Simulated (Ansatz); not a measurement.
Consider the substitution at a C–Al bond: `[CH3][Al]([NH2])[SiH3]` + `[SiH3]N[SiH2]Cl` → `CN([SiH3])[SiH2]Cl` + `[NH2][AlH][SiH3]`.

Gas-phase electronic energies from Ansatz, PBE0-D4/def2-TZVP geometries. CBS: MP2 limit from def2 TZ/QZ plus the TZ coupled-cluster correction, frozen cores. DFT in def2-TZVPP. HSE06 is defined as in plane-wave codes. One conformer a species, not always the lowest.

Q: Is it downhill or uphill in electronic energy at CCSD(T)/CBS, and by how much? (An estimate is asked.)

A: The calculation gave: Uphill: ΔE = +20.1 kcal/mol.

Q: What do these levels give: BLYP-D4, HSE06-D4, r2SCAN, HSE06, LC-ωPBE, SCS-MP2/def2-QZVPP? (An estimate is asked.)

A: The calculation gave: BLYP-D4 18.6, HSE06-D4 19.8, r2SCAN 21.1, HSE06 20.5, LC-ωPBE 20.5, SCS-MP2/def2-QZVPP 19.5 kcal/mol.

Q: What do rigid-rotor, harmonic-oscillator terms from PBE0-D4/def2-TZVP frequencies (298.15 K, 1 bar) make of the CCSD(T)/CBS value? (Estimate.)

A: Computed: ΔZPE = -0.4 kcal/mol, ΔH = +19.3 kcal/mol, ΔS = -22 J/(mol·K), ΔG = +20.9 kcal/mol. Modes under 50 cm⁻¹ make the entropy rough.

Largest T1 diagnostic among the species: 0.013.

The D4 term adds −1.5 kcal/mol with B3LYP and −0.8 kcal/mol with PBE0; it sums over pairs of atoms, weighted by their polarisabilities, and B3LYP, whose exchange is more repulsive, gets the larger term. At CCSD(T), def2-SVP lies −4.8 kcal/mol from the extrapolated value and def2-TZVPP −0.7 kcal/mol. Leaving LDA and LC-ωPBE aside and taking each functional with its dispersion term where it has one, the values, not all of them listed here, spread over 2.8 kcal/mol, from revPBE-D4 to r2SCAN-D4. LDA lies −1.8 kcal/mol from PBE without D4.

B3LYP here is the variant with VWN-RPA as its local correlation; programs differ in this.
